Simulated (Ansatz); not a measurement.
Isomers of C8H8O, relaxed with PBE0-D4/def2-TZVP in Ansatz; electronic energies, one conformer each and not always the lowest. Functionals use def2-TZVPP; CBS adds triple-zeta CCSD(T) − MP2 to the MP2 limit of def2-TZVPP and def2-QZVPP.

(1) Order them by energy at frozen-core CCSD(T)/CBS, lowest first. (Estimate.)
A. `c1ccc2c(c1)COC2`
B. `c1ccc2c(c1)CCO2`
C. `CC(=O)c1ccccc1`

(2) How do r2SCAN-D4, ωB97M-V, B3LYP-D4, B3LYP place them (kJ/mol, against `CC(=O)c1ccccc1`)? (An estimate is asked.)

## Answers

(1) C (0.0 kJ/mol), B (27.6 kJ/mol), A (47.4 kJ/mol).

(2) The calculation gave: 
```
           isomer  r2SCAN-D4  ωB97M-V  B3LYP-D4  B3LYP
`c1ccc2c(c1)COC2`       51.9     45.9      56.7   59.7
`c1ccc2c(c1)CCO2`       26.5     24.6      36.1   38.6
```

B3LYP here is the variant with VWN-RPA as its local correlation; programs differ in this.
